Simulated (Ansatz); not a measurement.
Si(Me)2 cation (C2H6Si), SMILES C[Si]C (connectivity only; charge and spin as stated), charge +1, multiplicity 2.

The structure is a stationary point at PBE-D3(BJ)/def2-TZVP. The spin state was assumed, not searched. The isomer is the one that the SMILES or the coordinates give; other isomers of the formula were not compared.

Two levels are set side by side: PBE/def2-SVPD (Ansatz, a first-principles code) and CAM-B3LYP/def2-SVPD (Ansatz). Energy differences of separate SCF runs at the same geometry; the states with an electron removed or added have multiplicity 1 and 1. Differences are taken from unrounded values.

```tsv
quantity	CAM-B3LYP	PBE	PBE minus CAM-B3LYP
vertical ionisation energy (eV)	15.20	14.92	-0.28
vertical electron affinity (eV)	7.16	7.01	-0.15
```
